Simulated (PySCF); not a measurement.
**Radial density of Cl³⁺ (chlorine, charge +3)**

B97-3, [Ne] 3s2 3p2, high-spin 3P determinant. All numbers are calculated (PySCF 2.14, scalar relativity by spin-free X2C-1e, in aug-cc-pCVTZ-DK with one added diffuse shell each of s, p, d, f type (9s8p6d4f, 91 functions)).

```json
{"r (bohr)": "0.00190", "4πr²ρ (e/bohr)": "0.1658", "4πr²(ρα − ρβ)": "0.0000"}
{"r (bohr)": "0.00319", "4πr²ρ (e/bohr)": "0.4279", "4πr²(ρα − ρβ)": "0.0000"}
{"r (bohr)": "0.00537", "4πr²ρ (e/bohr)": "1.080", "4πr²(ρα − ρβ)": "0.0000"}
{"r (bohr)": "0.00903", "4πr²ρ (e/bohr)": "2.612", "4πr²(ρα − ρβ)": "0.0000"}
{"r (bohr)": "0.0152", "4πr²ρ (e/bohr)": "5.839", "4πr²(ρα − ρβ)": "0.0003"}
{"r (bohr)": "0.0255", "4πr²ρ (e/bohr)": "11.42", "4πr²(ρα − ρβ)": "0.0019"}
{"r (bohr)": "0.0430", "4πr²ρ (e/bohr)": "17.77", "4πr²(ρα − ρβ)": "0.0106"}
{"r (bohr)": "0.0723", "4πr²ρ (e/bohr)": "19.24", "4πr²(ρα − ρβ)": "0.0501"}
{"r (bohr)": "0.122", "4πr²ρ (e/bohr)": "14.19", "4πr²(ρα − ρβ)": "0.1790"}
{"r (bohr)": "0.204", "4πr²ρ (e/bohr)": "15.19", "4πr²(ρα − ρβ)": "0.3776"}
{"r (bohr)": "0.344", "4πr²ρ (e/bohr)": "19.06", "4πr²(ρα − ρβ)": "0.2562"}
{"r (bohr)": "0.579", "4πr²ρ (e/bohr)": "8.551", "4πr²(ρα − ρβ)": "0.0139"}
{"r (bohr)": "0.973", "4πr²ρ (e/bohr)": "3.298", "4πr²(ρα − ρβ)": "1.1376"}
{"r (bohr)": "1.64", "4πr²ρ (e/bohr)": "2.518", "4πr²(ρα − ρβ)": "1.2799"}
{"r (bohr)": "2.75", "4πr²ρ (e/bohr)": "0.2520", "4πr²(ρα − ρβ)": "0.1572"}
{"r (bohr)": "4.63", "4πr²ρ (e/bohr)": "0.001089", "4πr²(ρα − ρβ)": "0.0008"}
```

Densities and radii are taken from the X2C orbitals without a picture-change correction, which distorts them close to the nucleus.
